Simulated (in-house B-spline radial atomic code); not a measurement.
Settings and results of a run for Ho III (Ho2+). Level of theory: scalar-relativistic (X2C) PBE, spherical fractional occupations, Fermi nucleus of rms radius 5.2022 fm, inside a hard spherical wall at 2.17 bohr; calculated with a radial B-spline atomic code at the basis-set limit.

Command:
```bash
python run_scf.py task.json out
```
Settings (nuclear radius in fm, mass in u):
```
Z                67
configuration    [Kr] 4d9 4f11 5s2 5p6 5f1
hamiltonian      x2c
method           pbe,pbe
spin_polarised   False
nucleus          fermi
rms_radius       5.2022
atomic_mass      164.93033
speed_of_light   137.035999084
wall_radius      2.17
```

Output (hartree, bohr):
```
 radial grid: 58 intervals, B-splines of order 8, outer radius 2.17 bohr

 iter        energy (Eh)    residual
    1      -12601.174512    4.93e-01
    2      -12601.499717    1.51e-01
    3      -12601.910908    2.86e-02
    4      -12601.943508    1.40e-02
    5      -12601.940515    1.56e-02
    6      -12601.946333    2.62e-03
    7      -12601.946573    8.01e-05
    8      -12601.946573    1.64e-06
    9      -12601.946573    5.01e-08

 total energy                    -12601.94657
 kinetic                           13907.3388
 electron-nucleus                 -31194.6283
 Hartree                            4960.6998
 exchange-correlation               -275.3569

 orbital      occ     eigenvalue          <r>       <r^2>       <1/r>       r_max
 1s         2.000     -2033.3978    0.0199968  0.00055555     82.1067     0.01223
 2s         2.000      -339.8995    0.0873826   0.0090828      19.018     0.07448
 2p         6.000      -301.7790    0.0775892  0.00736643     16.5534     0.06011
 3s         2.000       -75.6483     0.229434   0.0602996     6.83996      0.2114
 3p         6.000       -63.9428     0.228268   0.0605016     6.16778      0.2075
 3d        10.000       -48.7712     0.207793   0.0507101     5.78748      0.1695
 4s         2.000       -14.7166     0.519644    0.305167     2.82547      0.4846
 4p         6.000       -10.8553     0.550765    0.345548     2.53228      0.5058
 4d         9.000        -5.5647     0.599761    0.418206     2.21385      0.5242
 4f        11.000         0.1661     0.754572    0.694217     1.67353      0.5265
 5s         2.000        -1.5886      1.16433      1.4829     1.13676       1.129
 5p         6.000        -0.5084      1.23345     1.65673     1.04758       1.235
 5f         1.000         3.2769      1.26503     1.85739     1.11009       1.527
```

Cost of the run: 0.08 s on 1 thread of Arm Neoverse V2, on a shared host.

One-electron X2C: radii and densities carry no picture-change correction, so inner-shell <1/r> comes out high (for 1s by about 2 % at Z = 33, 5 % at 54, 10 % at 75, 30 % at 118) and <r> low.
